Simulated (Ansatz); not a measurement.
The same path of CH4F2OSi + FH (11 atoms, charge 0, multiplicity 1) was run 3 times with different band settings. Lost on the way: Si1–O2, H7–F8. Made: Si1–F8, O2–H7.

Computed with Ansatz 0.2.0, RKS B3LYP-D4/cc-pVDZ.

Relaxed end points:

```xyz
11
Properties=species:S:1:pos:R:3
Si -0.306 0.619 1.103
O -0.017 -0.519 -0.093
C -0.424 -0.343 -1.462
F -1.829 1.171 0.867
F 0.648 1.925 0.901
H -0.175 0.029 2.438
H 1.524 -1.043 0.497
F 2.158 -0.910 1.183
H -0.473 -1.338 -1.924
H -1.416 0.132 -1.510
H 0.310 0.278 -2.001
```

```xyz
11
Properties=species:S:1:pos:R:3
Si -0.011 0.432 1.726
O 0.649 0.200 -0.761
C -0.293 -0.376 -1.664
F -1.431 0.287 0.934
F 0.793 1.805 1.392
H -0.369 0.497 3.156
H 1.391 -0.415 -0.663
F 0.935 -0.898 1.582
H -0.658 -1.358 -1.315
H -1.147 0.311 -1.712
H 0.139 -0.484 -2.675
```

Common settings: spring 5.0 eV/Å²; optimiser quadratic models (default); start path through a guess of the saddle point; end points relaxed.

| run | movable images | climbing image | force threshold | iteration limit |
| --- | --- | --- | --- | --- |
| 1 | 9 | yes | 0.05 eV/Å | 40 |
| 2 | 9 | yes | 0.5 eV/Å | 44 |
| 3 | 6 | no | 0.05 eV/Å | 60 |

Q: What does each run give, and how far can it be trusted?

A: Run 1: converged after 15 iterations, highest image 0.491 eV above the first end. A vibrational analysis at the climbing image gives one clearly imaginary mode, 753i cm⁻¹: a first-order saddle point.
Run 2: converged after 6 iterations, highest image 0.514 eV above the first end. The threshold of 0.5 eV/Å is loose, so the images may lie well off the minimum-energy path. The order of the stationary point at the top wasn't checked.
Run 3: converged after 15 iterations, highest image 0.277 eV above the first end. No image climbed, so the highest image needn't sit at the top of the path. A band with more images between the same ends climbed to 0.49 eV, so this one has probably stepped over the top.
The orbitals stay closed-shell, which can raise the energy where a bond breaks towards radicals; this wasn't checked here.
